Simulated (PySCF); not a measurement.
## Excitation energy of Ru²⁺ by level of theory

Ru²⁺ [Kr] 4d6 (5D) → Ru²⁺ [Kr] 4d5 5s1, s spin flipped, as a difference of total energies. Computed with PySCF 2.14 in x2c-TZVPPall (8s6p6d2f1g, 79 functions), with scalar relativity by spin-free X2C-1e. Correlated levels: valence: [Kr] frozen. The calculations carry no spin-orbit coupling.

```
           method  excitation energy (cm⁻¹)
              UHF                     34474
    MP2 (valence)                     37803
SCS-MP2 (valence)                     38377
```

The upper determinant mixes two multiplicities, so it lies between the two terms.

The basis was made for the ground configuration and has no added diffuse functions, so the excitation energy can come out too high.

The coupled-cluster amplitudes are large for the upper state (T1 above 0.03 or a double amplitude above 0.15), so a single reference is strained.
